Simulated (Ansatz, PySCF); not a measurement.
The pair A = GaH2I (SMILES [GaH2][I]) (first 4 atoms), B = H2O (SMILES O); geometry from B3LYP-D3(BJ)/def2-TZVP.
(charge 0, multiplicity 1):
```xyz
7

Ga    -0.02731    -1.20652     1.50893
I     -0.16180     1.06806     0.28494
H      1.39650    -1.83710     1.48392
H     -1.41063    -1.91962     1.66195
O      0.00023    -0.21345     3.45195
H      0.16471     0.71532     3.21998
H     -0.87118    -0.23942     3.86947
```

Correlated levels freeze the cores. Filled d and f shells under p-block atoms count as core. CBS(a, b) extrapolates the correlation energy as X⁻³ and adds the Hartree–Fock energy of set b.

Codes used: Ansatz (Gaussian orbitals); PySCF for the dispersion terms.  In def2 rows elements past Kr take small-core potentials, without spin–orbit coupling.

The monomers are drawn apart, rigid, along the line of their centres of mass. Counterpoise-corrected interaction energies (kcal/mol):

```
level                                R = 3.638 Å  R = 4.511 Å
-----------------------------------  -----------  -----------
PBE/def2-TZVPPD                          -8.2625      -2.9189
PBE-D3(BJ)/def2-TZVPPD                   -9.1622      -3.3725
wB97M-V/def2-TZVPPD                      -9.5000      -3.3571
CCSD(T)/CBS(def2-SVPD, def2-TZVPPD)      -8.9582      -3.3080
```

### Question
R is the distance of the centres of mass. Find the local exponent m of E ∝ R⁻ᵐ between the two points.

### Answer

m = ln(E₁/E₂)/ln(R₂/R₁): PBE/def2-TZVPPD 4.8; PBE-D3(BJ)/def2-TZVPPD 4.6; wB97M-V/def2-TZVPPD 4.8; CCSD(T)/CBS(def2-SVPD, def2-TZVPPD) 4.6. For scale, two fixed dipoles give m = 3, dipole and quadrupole 4, quadrupoles 5, and dispersion or dipole-induced dipole 6 at long range; at these distances several terms mix, and what is left of overlap and damping shifts m, so it need not match one of them.

Ansatz is a program for electronic structure.
